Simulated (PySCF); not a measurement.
Ionisation energy of P³⁺ by level of theory

P³⁺ [Ne] 3s2 (1S) → P⁴⁺ [Ne] 3s1 (2S), as a difference of total energies. Computed with PySCF 2.14 in an even-tempered Gaussian basis (20 s from 0.09 bohr⁻², ratio 2.5; 12 p from 0.12 bohr⁻², ratio 2.5; 5 d from 0.68 bohr⁻², ratio 2.7; 5 f from 1 bohr⁻², ratio 2.7), with the spin-free X2C one-electron Hamiltonian (Gaussian nucleus). Correlated levels: outer shells: 1s2 frozen; virtual orbitals above 40 to 60 times the deepest correlated orbital energy dropped. The calculations carry no spin-orbit coupling.

| method | ionisation energy (eV) |
| --- | --- |
| UHF | 49.804 |
| LDA | 51.535 |
| PBE | 51.395 |
| PBE0 | 51.226 |
| r2SCAN | 50.744 |
| TPSS | 51.141 |
| B2PLYP | 51.355 |
| MP2 (outer shells) | 51.129 |
| SCS-MP2 (outer shells) | 51.256 |

How much does correlation contribute at MP2 (outer shells)?

51.129 − (49.804) = 1.325 eV, measured against UHF.

MP2 underrates the near-degeneracy of ns² with np² in the lower species.

For comparison: 51.444 eV (measured; NIST Atomic Spectra Database, ionization energies).
